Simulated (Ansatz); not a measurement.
The same hydrolysis along the group Ti, Zr, Hf.

Computed with Ansatz on PBE0-D4/def2-TZVP structures; ΔE is electronic, products minus reactants. CCSD(T)/CBS adds triple-zeta CCSD(T) − MP2 to the extrapolated MP2 energy (def2 sets, frozen cores). This one scheme is used for every species. DFT in def2-TZVPP. Elements past krypton have def2 core potentials. For Hf, Ti, Zr outer-core shells are correlated without core-valence functions, which leaves a few kJ/mol of doubt a bond. Scalar relativity is left out up to krypton. One conformer a species, not always the lowest.

```csv
reaction,CCSD/CBS(def2) (kJ/mol),CCSD(T)/def2-SVP (kJ/mol),PBE-D4 (kJ/mol)
`[CH3][Ti]12345678([Cl])([C@H]9[C@@H]1[C@@H]2[C@@H]3[C@H]94)[C@H]1[C@@H]5[C@@H]6[C@@H]7[C@H]18` + H₂O → `[OH][Ti]12345678([Cl])([C@H]9[C@@H]1[C@@H]2[C@@H]3[C@H]94)[C@H]1[C@@H]5[C@@H]6[C@@H]7[C@H]18` + CH₄,-111,-127,-132
`[CH3][Zr]12345678([Cl])([C@H]9[C@@H]1[C@@H]2[C@@H]3[C@H]94)[C@H]1[C@@H]5[C@@H]6[C@@H]7[C@H]18` + H₂O → `[OH][Zr]12345678([Cl])([C@H]9[C@@H]1[C@@H]2[C@@H]3[C@H]94)[C@H]1[C@@H]5[C@@H]6[C@@H]7[C@H]18` + CH₄,-143,-166,-151
`[CH3][Hf]12345678([Cl])([C@H]9[C@@H]1[C@@H]2[C@@H]3[C@H]94)[C@H]1[C@@H]5[C@@H]6[C@@H]7[C@H]18` + H₂O → `[OH][Hf]12345678([Cl])([C@H]9[C@@H]1[C@@H]2[C@@H]3[C@H]94)[C@H]1[C@@H]5[C@@H]6[C@@H]7[C@H]18` + CH₄,-147,-173,-153
```

**Question.** Give the CCSD(T)/CBS values in the same order. (An estimate is asked.)

**Answer.** Ansatz gave: -115, -141, -145 kJ/mol.

Largest T1 diagnostic: 0.019, for `[OH][Ti]12345678([Cl])([C@H]9[C@@H]1[C@@H]2[C@@H]3[C@H]94)[C@H]1[C@@H]5[C@@H]6[C@@H]7[C@H]18`.
